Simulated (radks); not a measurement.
Values are calculated unless marked as measured or tabulated.
Species: Ca XIII. Configuration: [He] 2s1 2p5 (not the ground configuration). Level of theory: scalar-relativistic Kohn-Sham, r2SCAN, spin-polarised, spherical densities, finite nucleus; open shells are filled with parallel spins first; meta-GGA in the generalised Kohn-Sham scheme; Fermi nuclear charge, rms radius 3.4776 fm (a radial shooting solver on a logarithmic mesh with Libxc functionals).

Normalised radial functions P(r) = r R(r), r in bohr:

| r | 1s up | 2s up |
|---|---|---|
| 0.003914 | 0.6524 | 0.2005 |
| 0.004378 | 0.7222 | 0.2218 |
| 0.004897 | 0.7985 | 0.2452 |
| 0.005477 | 0.8817 | 0.2707 |
| 0.006127 | 0.9724 | 0.2984 |
| 0.006853 | 1.0707 | 0.3283 |
| 0.007665 | 1.1769 | 0.3607 |
| 0.008505 | 1.2827 | 0.3928 |
| 0.009513 | 1.4045 | 0.4297 |
| 0.01064 | 1.5341 | 0.4687 |
| 0.0119 | 1.6713 | 0.5098 |
| 0.01331 | 1.8154 | 0.5527 |
| 0.01489 | 1.9653 | 0.5968 |
| 0.01665 | 2.1198 | 0.6417 |
| 0.01863 | 2.2769 | 0.6865 |
| 0.02083 | 2.4344 | 0.7302 |
| 0.0233 | 2.5894 | 0.7716 |
| 0.02607 | 2.7384 | 0.8092 |
| 0.02916 | 2.8774 | 0.8410 |
| 0.03261 | 3.0018 | 0.8649 |
| 0.03648 | 3.1065 | 0.8785 |
| 0.0408 | 3.1862 | 0.8790 |
| 0.04563 | 3.2356 | 0.8634 |
| 0.05104 | 3.2493 | 0.8285 |
| 0.05709 | 3.2228 | 0.7712 |
| 0.06386 | 3.1526 | 0.6886 |
| 0.07142 | 3.0368 | 0.5783 |
| 0.07989 | 2.8753 | 0.4387 |
| 0.08864 | 2.6868 | 0.2824 |
| 0.09915 | 2.4469 | 0.0859 |
| 0.1109 | 2.1763 | -0.1368 |
| 0.124 | 1.8855 | -0.3807 |
| 0.1387 | 1.5865 | -0.6380 |
| 0.1552 | 1.2925 | -0.8983 |
| 0.1736 | 1.0163 | -1.1493 |
| 0.1942 | 0.7684 | -1.3771 |
| 0.2172 | 0.5557 | -1.5674 |
| 0.2429 | 0.3824 | -1.7065 |
| 0.2717 | 0.2489 | -1.7834 |
| 0.3039 | 0.1523 | -1.7912 |
| 0.3399 | 0.0870 | -1.7285 |
| 0.3802 | 0.0460 | -1.6005 |
| 0.4252 | 0.0224 | -1.4188 |
| 0.4756 | 0.0099 | -1.2004 |
| 0.532 | 0.0039 | -0.9655 |
| 0.595 | 0.0014 | -0.7350 |
| 0.6656 | 0.0004 | -0.5265 |
| 0.7444 | 0.0001 | -0.3527 |
| 0.8327 | 0.0000 | -0.2195 |
| 0.9239 | 0.0000 | -0.1313 |
| 1.033 | 0.0000 | -0.0692 |
| 1.156 | 0.0000 | -0.0330 |
| 1.293 | 0.0000 | -0.0141 |
| 1.446 | 0.0000 | -0.0053 |
| 1.617 | 0.0000 | -0.0017 |
| 1.809 | 0.0000 | -0.0005 |
| 2.024 | 0.0000 | -0.0001 |
| 2.263 | 0.0000 | 0.0000 |
| 2.532 | 0.0000 | 0.0000 |
| 2.832 | 0.0000 | 0.0000 |

1s up: eigenvalue -4387.8 eV, 0 radial nodes, <r> = 0.0767 bohr, 90 % of the charge inside 0.137 bohr. 2s up: eigenvalue -777.95 eV, 1 radial node at r = 0.104 bohr, <r> = 0.345 bohr, 90 % of the charge inside 0.532 bohr.
